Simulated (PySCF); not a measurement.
# H$_{4}$NSi, SMILES `N[SiH2]` (charge 0, multiplicity 2)

Level of theory: PBE0-D4/def2-TZVP in PySCF.

The highest occupied spin orbital is -5.30 eV and the dipole moment is 0.336 e·Å. The total energy is -346.4646 Ha and the cost comes out as around 40 core-seconds (rough).

```xyz
6

N      0.8480     0.0175     0.1168
Si    -0.7923     0.0064    -0.4164
H      1.4374    -0.7824    -0.0524
H      1.3820     0.8715     0.0827
H     -1.4761     1.1663     0.2291
H     -1.3990    -1.2793     0.0402
```
Charge 0, spin multiplicity 2.
